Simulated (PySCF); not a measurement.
An excited-state table with gaps

Species: C8H7P.
Atom-mapped SMILES: `[CH:1]1=[C:2]([c:3]2[cH:4][cH:5][cH:6][cH:7][cH:8]2)[PH:9]1` (hydrogens: H10 on C1; H11 on C4; H12 on C5; H13 on C6; H14 on C7; H15 on C8; H16 on P9)

Structure used (GFN2-xTB), in Å, numbered top down from 1:
```
atom  x, y, z in Å
C1    -2.6512   -1.2408    0.2601
C2    -1.6889   -0.3951   -0.0368
C3    -0.2916   -0.1011   -0.0628
C4     0.1607    1.1113   -0.5840
C5     1.5118    1.3955   -0.6105
C6     2.4240    0.4772   -0.1149
C7     1.9818   -0.7302    0.4047
C8     0.6332   -1.0245    0.4322
P9    -3.3394    0.2719   -0.5194
H10   -2.8940   -2.2064    0.6419
H11   -0.5636    1.8171   -0.9665
H12    1.8563    2.3348   -1.0173
H13    3.4798    0.7031   -0.1318
H14    2.6951   -1.4446    0.7890
H15    0.2815   -1.9632    0.8337
H16   -3.6030    1.0037    0.6710
```

The calculation used TDDFT wB97X-D/def2-SVPD, vertical, gas phase, core orbitals frozen in the response in PySCF 2.14.0, density-fitted response routines.

Orbital energies (eV): HOMO-3 -9.84, HOMO-2 -9.59, HOMO-1 -9.44, HOMO -8.12, LUMO 0.18, LUMO+1 1.28, LUMO+2 1.90.

Lowest singlets, with some entries withheld (?).

```json
{"state": "S1", "λ (nm)": "278.8", "f": "0.197", "main configurations (H = HOMO, L = LUMO)": "H→L (91%)"}
{"state": "S2", "λ (nm)": "242.8", "f": "0.0024", "main configurations (H = HOMO, L = LUMO)": "H-1→L (52%), H→L+1 (33%), H-2→L+1 (10%)"}
{"state": "S3", "λ (nm)": "233.9", "f": "0.010", "main configurations (H = HOMO, L = LUMO)": "H-3→L (70%), H-2→L (16%)"}
{"state": "S4", "λ (nm)": "231.3", "f": "0.016", "main configurations (H = HOMO, L = LUMO)": "H→L+2 (80%)"}
{"state": "S5", "λ (nm)": "?", "f": "0.177", "main configurations (H = HOMO, L = LUMO)": "H-2→L (65%), H-3→L (16%)"}
{"state": "S6", "λ (nm)": "?", "f": "0.141", "main configurations (H = HOMO, L = LUMO)": "H→L+1 (54%), H-1→L (32%)"}
{"state": "S7", "λ (nm)": "?", "f": "0.053", "main configurations (H = HOMO, L = LUMO)": "H→L+3 (46%), H→L+4 (26%)"}
{"state": "S8", "λ (nm)": "?", "f": "0.063", "main configurations (H = HOMO, L = LUMO)": "H-4→L (51%), H-1→L+1 (33%)"}
```

**Question.** Supply the missing values.

**Answer.** 
- S5: λ = 217.5 nm
- S6: λ = 201.3 nm
- S7: λ = 196.3 nm
- S8: λ = 188.9 nm

**Question.** How far apart are S2 and S8, in eV and cm⁻¹?

**Answer.** 6.565 − 5.107 = 1.458 eV, or about 11760 cm⁻¹.

**Question.** Where do the lowest triplets lie (Tamm–Dancoff)?

**Answer.** T1 3.12 eV, H→L (85%); T2 4.43 eV, H-2→L (37%), H-1→L+1 (32%), H→L+5 (11%); T3 4.54 eV, H-1→L (72%), H→L+1 (12%). E(S1) − E(T1) = +1.33 eV.

**Question.** What is the mean static polarisability from the same response equations?

**Answer.** 118.4 au (17.55 Å³), with principal values 71.5, 115.8 and 168.0 au.

One conformer stands for the species.
